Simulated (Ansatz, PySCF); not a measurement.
This triplet is an excited state, 1.13 eV above the relaxed singlet at the level frozen-core CCSD(T)/cc-pVTZ // B3LYP-D3(BJ)/def2-TZVP (Ansatz, a quantum-chemistry and plane-wave program).

B3LYP has the VWN-RPA correlation part, as in Gaussian. 

CHClGeO, SMILES `O=[CH][Ge][Cl]` (excited triplet; O–C–Ge–Cl torsion 180°) (charge 0, multiplicity 3)

Calculation: B3LYP-D3(BJ)/def2-TZVP (PySCF).

```
Item                                              Value
-----------------------------  ------------------------
highest occupied spin orbital                  -5.60 eV
dipole moment                                    0.54 D
total energy                               -72143.77 eV
cost                           roughly 2.0 core-minutes
```

```xyz
5

O     -1.9593    -0.3173     0.2340
C     -0.8300    -0.0249    -0.0161
Ge     0.8989    -0.7690     0.8547
Cl     2.3866     0.4004    -0.2994
H     -0.4963     0.7107    -0.7732
```
Charge 0, spin multiplicity 3.
